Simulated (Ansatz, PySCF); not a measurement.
AuH6N2, charge +1, multiplicity 1. Atoms are numbered in the order given.

```xyz
9

Au     0.0000     0.0000     0.0000
N      0.0000     0.0000     2.0648
H     -0.4562     0.8325     2.4486
H     -0.4929    -0.8113     2.4486
H      0.9490    -0.0212     2.4486
N      0.0000     0.0000    -2.0648
H     -0.4562    -0.8325    -2.4486
H     -0.4929     0.8113    -2.4486
H      0.9490     0.0212    -2.4486
```
Charge +1, spin multiplicity 1.

Coordinates come from a PBE0-D3(BJ)/def2-SVP optimisation. The spin state was assumed, not searched. The def2 effective core potentials stand for the cores of Au; spin–orbit coupling is left out.

Vertical ionisation energy (IE) and electron affinity (EA) in eV. Rows of orbital energies are one-electron estimates. Where ΔSCF, EOM or ADC give a negative EA the extra electron is unbound and the value depends on the basis.

```csv
level,IE,EA
"−ε(HOMO), −ε(LUMO), M06-2X/def2-TZVPD (PySCF)",13.70,4.23
"−ε(HOMO), −ε(LUMO), PBE/def2-TZVPD (PySCF)",?,?
"ΔSCF, PBE0/def2-SVPD (Ansatz), final states of multiplicity 2 and 2",14.87,3.23
"ΔSCF, PBE/def2-SVPD (Ansatz), final states of multiplicity 2 and 2",14.93,3.50
```

Problem. Some entries are withheld; supply them. (Estimate from the structure and the level; the computed values follow.)

Solution. 
- −ε(HOMO), −ε(LUMO), PBE/def2-TZVPD (PySCF), IE: 11.20
- −ε(HOMO), −ε(LUMO), PBE/def2-TZVPD (PySCF), EA: 5.87

Problem. What vertical singlet–triplet gap does ΔSCF give with PBE0/def2-SVPD (Ansatz, a quantum-chemistry and plane-wave program) and with PBE/def2-SVPD (Ansatz)? (Estimate from the structure and the level; the computed values follow.)

Solution. 5.59 and 5.55 eV (triplet above singlet where positive).
